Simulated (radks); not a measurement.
Values are calculated unless marked as measured or tabulated.
The argon ion Ar3+, 15 electrons, occupied as [He] 2s2 2p4 3s2 3p3 4s2 (not the ground configuration). Code: a radial shooting solver on a logarithmic mesh with Libxc functionals. Model: non-relativistic Kohn-Sham, BP86, spin-polarised, spherical densities, point nucleus; open shells are filled with parallel spins first.

Local quantities along the radius. ELF = 1/(1 + alpha^2) is the electron localisation function; alpha = (tau - tau_W)/tau_unif compares the Pauli kinetic energy density with that of the uniform gas (summed over spins); 4 pi r^2 rho is in e/bohr.

r (bohr),ELF,alpha,4 pi r^2 rho
0.004086,1.000,0.009076,0.7079
0.004644,1.000,0.009325,0.8962
0.005278,1.000,0.009618,1.132
0.005999,1.000,0.009962,1.424
0.006818,1.000,0.01037,1.786
0.007749,1.000,0.01085,2.231
0.008808,1.000,0.01143,2.774
0.01001,1.000,0.01213,3.431
0.01129,1.000,0.01291,4.166
0.01283,1.000,0.01393,5.091
0.01458,1.000,0.01520,6.174
0.01657,1.000,0.01678,7.424
0.01883,1.000,0.01878,8.841
0.0214,1.000,0.02136,10.41
0.02433,0.999,0.02473,12.11
0.02765,0.999,0.02923,13.89
0.03143,0.999,0.03537,15.67
0.03572,0.998,0.04393,17.37
0.04059,0.997,0.05620,18.86
0.04614,0.995,0.07432,20.03
0.05244,0.990,0.1019,20.73
0.0596,0.979,0.1452,20.87
0.06774,0.956,0.2152,20.41
0.07698,0.902,0.3305,19.36
0.0875,0.787,0.5203,17.86
0.09945,0.598,0.8196,16.13
0.113,0.396,1.236,14.49
0.1285,0.263,1.673,13.25
0.146,0.218,1.891,12.70
0.1646,0.247,1.746,12.92
0.1871,0.357,1.341,13.88
0.2126,0.532,0.9381,15.28
0.2417,0.696,0.6612,16.63
0.2747,0.797,0.5044,17.37
0.3122,0.842,0.4336,17.05
0.3548,0.842,0.4339,15.53
0.4033,0.780,0.5306,13.01
0.4583,0.593,0.8292,10.06
0.5209,0.292,1.556,7.373
0.5921,0.124,2.652,5.559
0.6729,0.113,2.795,4.849
0.7648,0.261,1.684,5.025
0.8692,0.598,0.8193,5.531
0.9879,0.814,0.4776,5.759
1.123,0.858,0.4073,5.356
1.276,0.789,0.5177,4.370
1.45,0.542,0.9195,3.160
1.648,0.223,1.865,2.140
1.874,0.107,2.896,1.530
2.129,0.142,2.457,1.288
2.401,0.379,1.279,1.203
2.729,0.797,0.5050,1.072
3.101,0.963,0.1955,0.8296
3.525,0.993,0.08110,0.5315
4.006,0.999,0.03698,0.2744
4.553,1.000,0.01862,0.1116
5.175,1.000,0.01025,0.03524
5.882,1.000,0.005946,0.008584
6.685,1.000,0.003595,0.001568
7.598,1.000,0.002287,0.0002056

On this mesh the ELF has minima near r = 0.15, 0.67, 1.9 bohr, which separate the shells, and maxima near 0.31 (0.84), 1.1 (0.86).

Self-consistent cycle (total energy in hartree, residual of the potential): 1: -503.282818, 1e+00; 2: -503.324600, 8e-01; 3: -503.352922, 7e-02; 4: -503.353178, 2e-03; 5: -503.353180, 5e-04; 6: -503.353180, 6e-05; 7: -503.353180, 4e-06; 8: -503.353180, 8e-07; 9: -503.353180, 2e-07; 10: -503.353180, 8e-08; 11: -503.353180, 3e-08; 12: -503.353180, 4e-09; 13: -503.353180, 2e-10.
